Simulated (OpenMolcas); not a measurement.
Worked example: ideal-gas entropy of C2H3BFN (SMILES FB1C=NC1)

A singlet with charge 0, relaxed at HF/6-31G* (Cartesian functions) (OpenMolcas 26.06):

```xyz
8

F     0.0486   -0.9779    1.9725
B     0.0565   -0.3308    0.8413
C     0.4141    1.0964    0.3162
N     0.1137    0.8022   -0.8868
C    -0.2995   -0.6247   -0.6844
H     0.7706    2.0694    0.6107
H     0.3217   -1.3057   -1.2556
H    -1.3333   -0.7860   -0.9696
```

Harmonic wavenumbers in cm⁻¹: 136, 405, 509, 620, 922, 971, 1024, 1029, 1102, 1253, 1366, 1390, 1545, 1633, 1784, 3234, 3274, 3363.

Masses in u: F 18.998, B 10.81, C 12.011, N 14.007, H 1.008. Take T = 298.15 K, p = 1 bar, R = 8.3145 J/(mol K), kT/hc = 207.22 cm⁻¹, rigid rotor and harmonic oscillator.

Compute the standard molar entropy.


1. Translation (Sackur–Tetrode): S = R[3/2 ln M + 5/2 ln T − 1.1517] with M = 70.861 gives 162.0 J/(mol K).
2. Rotation: principal moments 38.810, 113.322, 149.016 u Å² give A, B, C = 0.4344, 0.1488, 0.1131 cm⁻¹; the symmetry number is σ = 1; q = (√π/σ)√((kT/hc)³/ABC) = 61836; S = R(ln q + 3/2) = 104.2.
3. Vibration: with u = ν̃/207.22, each mode gives R[u/(eᵘ − 1) − ln(1 − e⁻ᵘ)]; the sum is 22.6, most from 136 cm⁻¹ (12.0), 405 cm⁻¹ (4.0), 509 cm⁻¹ (2.7).
4. Spin: R ln 1 = 0.0.
5. Sum: 162.0 + 104.2 + 22.6 + 0.0 = 288.8 J/(mol K).

No measured value is set beside it here. Where a soft mode is a torsion, a harmonic oscillator describes it poorly. Unscaled Hartree–Fock wavenumbers run high.
